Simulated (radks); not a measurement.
Removal energies from the silver ion Ag+, [Kr] 4d10, by Delta-SCF beside the eigenvalue of the level emptied. All-electron calculation, Dirac Kohn-Sham, BLYP, spin-unpolarised, spherical densities, finite nucleus; Fermi nuclear charge, rms radius of each element as measured or else 0.836 A^(1/3) + 0.57 fm. Program: a radial shooting solver on a logarithmic mesh with Libxc functionals. Sub-shells are occupied by j as written (lower j first in brackets).

removed from                    final configuration  Delta-SCF (eV)  -eigenvalue (eV)
4d5/2                       [Kr] 4d(3/2: 4, 5/2: 5)          21.794            15.359
4d3/2                       [Kr] 4d(3/2: 3, 5/2: 6)          22.412            15.926
4p3/2         [Ar] 3d10 4s2 4p(1/2: 2, 3/2: 3) 4d10          72.652            65.142
4p1/2         [Ar] 3d10 4s2 4p(1/2: 1, 3/2: 4) 4d10          77.874            70.249
